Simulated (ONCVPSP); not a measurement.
## mercury (Hg): excitation energies, all-electron against ONCV

Hg (Z = 80), optimised norm-conserving Vanderbilt (ONCV), made with ONCVPSP 4.0.1 (LDA (Perdew-Wang 92), scalar-relativistic). Core [Kr] 4d10 4f14, reference 5s2 5p6 5d10 6s2. Waves: 5s+6s: rc 1.60 bohr, ncon 4, nbas 7, qcut 7.1 1/bohr, 2 projectors; 5p: rc 1.10 bohr, ncon 4, nbas 8, qcut 7.4 1/bohr, 1 projector; 5d: rc 2.25 bohr, ncon 5, nbas 10, qcut 6.4 1/bohr, 2 projectors, debl 2.9 Ha. Local part: polynomial inside 0.85 bohr (lpopt 1, dvloc0 1 Ha). Core correction: polynomial model core, fcfact 0.35.

Energies are relative to the spin-unpolarised reference configuration 5s2 5p6 5d10 6s2; without spin polarisation the order of configurations can differ from experiment.

**Question.** Give the all-electron excitation energy and the error of the potential for: 5s2 5p6 5d10 6s1; 5s2 5p6 5d10 6s0; 5s2 5p6 5d9 6s0; 5s2 5p6 5d8 6s0.

**Answer.**

```json
{"valence configuration": "5s2 5p6 5d10 6s1", "charge": "+1", "ΔE all-electron (eV)": "11.042", "error AE − PS (meV)": "-5.0"}
{"valence configuration": "5s2 5p6 5d10 6s0", "charge": "+2", "ΔE all-electron (eV)": "30.432", "error AE − PS (meV)": "-20"}
{"valence configuration": "5s2 5p6 5d9 6s0", "charge": "+3", "ΔE all-electron (eV)": "66.249", "error AE − PS (meV)": "-30"}
{"valence configuration": "5s2 5p6 5d8 6s0", "charge": "+4", "ΔE all-electron (eV)": "116.290", "error AE − PS (meV)": "+3.7"}
```

Levels in the configuration 5s2 5p6 5d8 6s0:

```tsv
level	all-electron (eV)	pseudo (eV)
5s	-169.098	-169.183
5p	-116.745	-116.729
5d	-57.509	-57.423
```

Note: no bound ghost flagged; GHOST(+) flagged for s at 49.8 eV.
